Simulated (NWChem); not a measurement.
System meant: SbBr₂ cation; SMILES [Br][Sb+][Br]

Here is an NWChem input.

```
start job
memory heap 200 mb stack 900 mb global 1100 mb
charge 1
geometry units angstroms noautoz
  Sb     0.000000     0.000000     0.884982
  Br    -1.915505     0.000000    -0.658627
  Br     1.915505     0.000000    -0.658627
end
basis spherical
  * library def2-svp
end
ecp
  Sb library def2-ecp
end
dft
  odft
  mult 2
  xc b3lyp
  iterations 150
  mulliken
end
task dft energy
```

End of the output:

```
 Summary of "ao basis" -> "" (spherical)
 ------------------------------------------------------------------------------
       Tag                 Description            Shells   Functions and Types
 ---------------- ------------------------------  ------  ---------------------
 *                          def2-svp                  on all atoms

                                 NWChem DFT Module
                                 -----------------

 Summary of "ao basis" -> "ao basis" (spherical)
 ------------------------------------------------------------------------------
       Tag                 Description            Shells   Functions and Types
 ---------------- ------------------------------  ------  ---------------------
 Sb                         def2-svp                10       26   4s4p2d
 Br                         def2-svp                12       32   5s4p3d

 Summary of "ao basis" -> "ao basis" (spherical)
 ------------------------------------------------------------------------------
       Tag                 Description            Shells   Functions and Types
 ---------------- ------------------------------  ------  ---------------------
 Sb                         def2-svp                10       26   4s4p2d
 Br                         def2-svp                12       32   5s4p3d

      Symmetry analysis of basis
      --------------------------

        a1         34
        a2         12
        b1         28
        b2         16

  number of electrons :                   92
  multiplicity        :                    2
 ------------------------------------------------------------------------
  no. of electrons and multiplicity not compatible                  92
 ------------------------------------------------------------------------
 ------------------------------------------------------------------------
  current input line :
    22: task dft energy
 ------------------------------------------------------------------------
 ------------------------------------------------------------------------
 There is an error in the input file
 ------------------------------------------------------------------------
 For more information see the NWChem manual at https://nwchemgit.github.io

0: no. of electrons and multiplicity not compatible:Received an Error in Communication
```

Question: What is wrong, and how is it mended?

Answer: The input was rejected before any calculation. Cause: the multiplicity doesn't fit the number of electrons (an even count wants an odd multiplicity, and the reverse). This input runs:
```
start job
memory heap 200 mb stack 900 mb global 1100 mb
charge 1
geometry units angstroms noautoz
  Sb     0.000000     0.000000     0.884982
  Br    -1.915505     0.000000    -0.658627
  Br     1.915505     0.000000    -0.658627
end
basis spherical
  * library def2-svp
end
ecp
  Sb library def2-ecp
end
dft
  xc b3lyp
  iterations 150
  mulliken
end
task dft energy
```
It converges to -5387.84392 Ha (B3LYP/def2-SVP with def2 effective core potentials on Sb).
